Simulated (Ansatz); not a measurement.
Saddle point of SiNH6SF, closed shell (SiNH₄F ([NH2][SiH2][F]) + H₂S → SiNH₅S ([NH2][SiH2][SH]) + HF; bonds formed: Si1–S7, F2–H6; bonds broken: Si1–F2, H6–S7), PBE0-D4/def2-TZVP structure:

```csv
atom,x (Å),y (Å),z (Å)
Si1,-0.4827,0.4694,-0.1102
F2,-0.2724,-1.1890,-1.0625
H3,-1.5132,0.8174,-1.1141
H4,-0.2158,1.7699,0.5880
N5,-0.6776,-0.4896,1.2737
H6,0.8237,-0.6793,-1.4448
S7,1.5875,0.6252,-1.3229
H8,-0.8437,-1.4804,1.2523
H9,-0.7032,-0.0798,2.1904
H10,2.2974,0.2362,-0.2499
```

Energies are electronic, without zero-point energy. Barriers and step energies count from the start structure reached by relaxing down the imaginary mode; all methods use the PBE0-D4 structures, on which another method's saddle can fall below an end. Computed with Ansatz 0.2.0 (basis: def2-TZVPP, with def2-QZVPP for the basis limit); correlated methods freeze the cores. B3LYP uses VWN-RPA correlation. Extrapolation: Hartree–Fock as exp(−7.88 √X), correlation as X^−2.97.

```csv
method,barrier (kcal/mol),step energy (kcal/mol)
SPW92,22.61,8.78
PBE-D4,30.63,10.56
BLYP-D4,?,14.39
r2SCAN-D4,35.20,14.05
B97M-V,40.12,16.39
PBE0-D4,?,11.94
B3LYP-D4,40.54,15.40
r2SCAN0-D4,38.77,14.42
BHLYP-D4,?,17.32
CAM-B3LYP-D4,42.15,17.20
wB97X-V,40.92,15.67
wB97M-V,39.74,15.49
B2PLYP,42.79,17.09
PBE-QIDH,40.08,14.16
RPA on PBE,42.91,17.72
HF,62.89,23.70
MP2,40.76,15.13
CCSD,46.65,17.70
CCSD(T),43.02,16.32
```

(1) Fill in the withheld barriers. (An estimate is asked for; the value comes from the calculation.)

The T1 diagnostic stays at or below 0.013. The start structure is not quite a true minimum (one mode of 30i cm⁻¹).

Answers

(1) The calculation gives: PBE0-D4 35.88; BHLYP-D4 46.48; BLYP-D4 36.82 kcal/mol. Each is the energy of the saddle less that of the start structure, by the same method.

For comparison, the barrier by CCSD(T) at an estimated basis limit (MP2 extrapolated from triple and quadruple zeta, plus CCSD(T) − MP2 in triple zeta) is 42.23 kcal/mol.

Labels in which every atom is bracketed show which atoms are joined, not bond orders.

For scale, one of the runs: CCSD(T)/def2-TZVPP, 230 basis functions, launched by `ansatz run in.yaml --threads 4 --pin off --events-out ev --progress --plain --max-ram 9574MiB`. The run took 64 s on 4 CPU threads of an AMD EPYC 7R43 (shared host), with 3.8 GiB of host memory at its peak.
